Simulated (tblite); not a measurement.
C3H7O (SMILES CC(C)=[OH+]), charge +1, singlet, at a GFN2-xTB geometry; GFN1-xTB run with tblite.

Here is a job for tblite.
```
$ tblite run mol.xyz --method gfn1 --charge 1 --spin 0 --grad --json tblite.json --no-restart

# file mol.xyz
11

C      1.26954243    -0.51583496     0.42347639
C      0.00914533     0.05602927    -0.04131588
C     -1.26760724    -0.54379591     0.33688306
O      0.08605670     1.08994692    -0.77297584
H      1.18030343    -0.95387353     1.41596058
H      1.54213088    -1.33867750    -0.24775418
H      2.07947599     0.21060167     0.37675653
H     -2.08929776    -0.25830725    -0.31950050
H     -1.52117278    -0.20226655     1.34780334
H     -1.19873495    -1.62886268     0.40901627
H     -0.74764167     1.47342013    -1.11273667
```

The log (banner, timings and long lists left out):

```
xTB calculator
 | screened Coulomb repulsion
 | Coulomb electrostatics
 |  * isotropic Klopman-Ohno-Mataga-Nishimoto electrostatics
 |  * onsite third-order electrostatics
 | DFT-D3(BJ) dispersion correction

halogen bonding energy    0.0000000000000E+00 Eh
repulsion energy          1.7864693837518E-01 Eh
dispersion energy        -2.8050796156053E-03 Eh
number of electrons       2.4000000000000E+01 e
integral cutoff           1.9731147476801E+01 bohr

------------------------------------------------------------
  cycle        total energy    energy error   density error
------------------------------------------------------------
      1     -14.21887459889  -1.4394716E+01   5.8024664E-01
      2     -14.32410908861  -1.0523449E-01   3.1311918E-01
      3     -14.32567568346  -1.5665949E-03   1.0741509E-01
      4     -14.32712583243  -1.4501490E-03   1.3929583E-02
      5     -14.32729365076  -1.6781833E-04   2.5954663E-03
      6     -14.32730274371  -9.0929523E-06   1.8871349E-03
      7     -14.32731091224  -8.1685233E-06   2.5918573E-04
      8     -14.32731093911  -2.6875625E-08   6.3104463E-05
      9     -14.32731094774  -8.6230258E-09   1.7093970E-05
------------------------------------------------------------

electronic energy        -1.4503152806495E+01 Eh
total energy             -1.4327310947736E+01 Eh

Post processing:
 | Mayer-Wiberg bond orders

[Info] Tight-binding results written to 'tblite.txt'
[Info] JSON dump of results written to 'tblite.json'
```
